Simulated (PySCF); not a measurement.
## Tin: a sound run and one with changed settings

Sound run: Sn⁺ [Kr] 4d10 5s2 5p1, Sn²⁺ [Kr] 4d10 5s2. Computed with PySCF 2.14 in aug-cc-pVDZ-PP with ECP28MDF (5s4p3d, 32 functions), with scalar relativity through the core potential. The sound run starts from symmetry-adapted Hartree-Fock orbitals and uses a fine grid where one is needed.

A second run was set up differently.

```json
{"species": "Sn⁺", "method": "UHF", "sound run (hartree)": "-213.08344", "changed run (hartree)": "-213.08295", "converged": "no"}
{"species": "Sn⁺", "method": "PBE", "sound run (hartree)": "-213.97683", "changed run (hartree)": "-213.97683", "converged": "no"}
{"species": "Sn⁺", "method": "LDA", "sound run (hartree)": "-213.63081", "changed run (hartree)": "-213.63081", "converged": "no"}
{"species": "Sn²⁺", "method": "UHF", "sound run (hartree)": "-212.57923", "changed run (hartree)": "-212.57917", "converged": "no"}
{"species": "Sn²⁺", "method": "PBE", "sound run (hartree)": "-213.45456", "changed run (hartree)": "-213.45456", "converged": "no"}
{"species": "Sn²⁺", "method": "LDA", "sound run (hartree)": "-213.10231", "changed run (hartree)": "-213.10231", "converged": "no"}
```

Question: What was changed?
A. radial grid too coarse
B. minimal basis
C. too few SCF iterations
D. a valence shell is frozen

Answer: C. It used initial guess atom, at most 3 SCF cycles. The SCF was stopped early; the energies are upper bounds that still move, and correlated levels were skipped or rest on poor orbitals.
